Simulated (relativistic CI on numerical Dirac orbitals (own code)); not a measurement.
C3+: calculation against measurement

Method of calculation: Dirac-Coulomb-Breit CI, separate exchange-only KLI orbitals for each configuration, a model potential for QED, valence Slater integrals scaled by 0.85, configuration energies shifted to the measured levels that pair with them (semi-empirical) (own radial code, finite nucleus).

Configurations in the expansion (outside the closed core 1s2): 2s, 2p, 3s, 3p, 3d, 4s, 4p, 4d, 5s, 5p, 5d, 5f, 5g, 6s, 6p, 6d, 7s, 4f. Levels of other configurations are missing.

```tsv
Configuration	Term (tabulated)	J	Measured (cm⁻¹)	Computed	Error	Purity (%)
2s	2S	1/2	0.0	0	0	100
2p	2P°	1/2	64484.0	64487	3	100
2p	2P°	3/2	64591.7	64588	-3	100
3s	2S	1/2	302849.0	302849	0	100
3p	2P°	1/2	320050.1	320052	2	100
3p	2P°	3/2	320081.7	320080	-2	100
3d	2D	3/2	324879.8	324880	1	100
3d	2D	5/2	324890.3	324890	-1	100
4s	2S	1/2	401348.1	401348	0	100
4p	2P°	1/2	408311.1	408312	1	100
4p	2P°	3/2	408324.2	408323	-1	100
4d	2D	3/2	410336.1	410336	0	100
4d	2D	5/2	410340.1	410340	0	100
5s	2S	1/2	445368.5	445368	0	100
5p	2P°	1/2	448855.8	448857	1	100
5p	2P°	3/2	448862.9	448862	-1	100
5d	2D	3/2	449888.2	449888	0	100
5d	2D	5/2	449889.9	449890	0	100
5f	2F°	5/2	449939.8	449940	0	100
5g	2G	7/2	449948.4	449948	0	100
6s	2S	1/2	468784.0	468784	0	100
6p	2P°	1/2	470775.0	470775	0	100
6p	2P°	3/2	470778.9	470779	0	100
6d	2D	3/2	471370.3	471370	0	100
6d	2D	5/2	471371.5	471371	0	100
7s	2S	1/2	482706.0	482706	0	100
```

Measured levels from Moore, Selected Tables of Atomic Spectra, NSRDS-NBS 3, section 3; pairs were made by configuration, J and term (by order where the table uses no LS term), so strongly mixed levels may be paired wrongly.

Mean error by configuration (cm⁻¹): 2p 0; 3s 0; 3p 0; 3d 0; 4s 0; 4p 0; 4d 0; 5s 0; 5p 0; 5d 0; 5f 0; 5g 0; 6s 0; 6p 0; 6d 0; 7s 0. Over the excited levels the mean absolute error is 1 cm⁻¹ (25 of the 25 excited levels that our extract of the source holds in range could be paired), and the median relative error of those above 1,000 cm⁻¹ is 2.7e-05 %, both after the shifts were fitted to these levels, so that a configuration with one level shows no error.

Configurations whose levels could be paired with our table of measured levels were shifted onto them, all but the ground configuration, by the median error of their levels; single terms can still be off by 1,000 to 2,000 cm⁻¹ or more, and rates follow the energies as ν³ (E1, M1) or ν⁵ (E2). The others borrow a shift and can be off by several thousand cm⁻¹ or more. The fine structure of a lone outer electron comes out too small, for d and f at times inverted, and misplaced configurations move strength between like terms. 25 of the 25 excited levels that our extract of the measured tables holds in this range could be paired (the sources list more); they are missed by 1 cm⁻¹ on average and 3 at most, after the shifts were fitted to these levels, and levels without a partner can miss by more.

Shifts applied (cm⁻¹): 2s 0; 2p -1737; 3s -74; 3p -207; 3d 1519; 4s -81; 4p -151; 4d 307; 5s -335; 5p -398; 5d -254; 5f -2358; 5g -2350; 6s -641; 6p -693; 6d -636; 7s -930.
